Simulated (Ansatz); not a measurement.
Species: sum formula H5SiN2O2, net charge 0, doublet state. It need not be the lowest isomer of its formula. SMILES: [Si](O)(O)([NH])N
Coordinates optimised at B3LYP-D3(BJ)/def2-TZVP (Ansatz, an electronic-structure program):
```
Si
O 1 1.6341
H 2 0.9605 1 116.95
O 1 1.6504 2 104.52 3 -30.31
H 4 0.9597 1 118.50 2 -169.95
N 1 1.7022 2 106.64 3 -154.05
H 6 1.0051 1 123.11 2 -137.41
H 6 1.0071 7 112.51 1 -161.61
N 1 1.7427 2 112.31 3 85.59
H 9 1.0217 1 115.88 2 164.25
```
Charge 0, spin multiplicity 2.

Parts of the frozen-core correlation energy in cc-pV(D+d)Z (Ansatz, hartree). Frozen orbitals: 9; correlated occupied orbitals by spin: 16 and 15; virtual: 79 and 80. Open shells are spin-unrestricted. No spin-orbit coupling. Non-relativistic.

| term | value |
|---|---|
| reference (HF) | -550.60331 |
| MP2 opposite-spin | -0.56762 |
| MP2 same-spin | -0.19933 |
| CCSD correlation | -0.80560 |
| (T) | -0.01786 |
| T1 diagnostic | 0.013 |
| largest doubles amplitude | 0.021 |
| <S^2> of the reference | 0.757 |
